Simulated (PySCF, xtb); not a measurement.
C4H7BFN, SMILES FCB1C=CCN1. Other conformers were not sampled.

Harmonic wavenumbers (cm⁻¹) from GFN2-xTB run with xtb at its own minimum, in rising order: 67, 136, 174, 322, 359, 475, 583, 632, 713, 744, 812, 818, 915, 961, 979, 999, 1063, 1099, 1120, 1152, 1201, 1208, 1264, 1295, 1314, 1424, 1441, 1464, 1613, 2887, 2921, 2925, 2942, 3089, 3107, 3485.

What does PBE0-D3(BJ)/def2-SVP run with PySCF give at its own minimum? (The exact figures need the calculation; the answer reports its results.)

95, 143, 177, 357, 383, 500, 587, 610, 692, 790, 833, 881, 951, 974, 1009, 1048, 1070, 1103, 1170, 1181, 1240, 1247, 1311, 1364, 1390, 1440, 1448, 1522, 1643, 3022, 3034, 3060, 3082, 3199, 3228, 3696. Paired by order, the mean absolute difference is 52 cm⁻¹ and the zero-point energies are 68.2 and 70.7 kcal/mol.
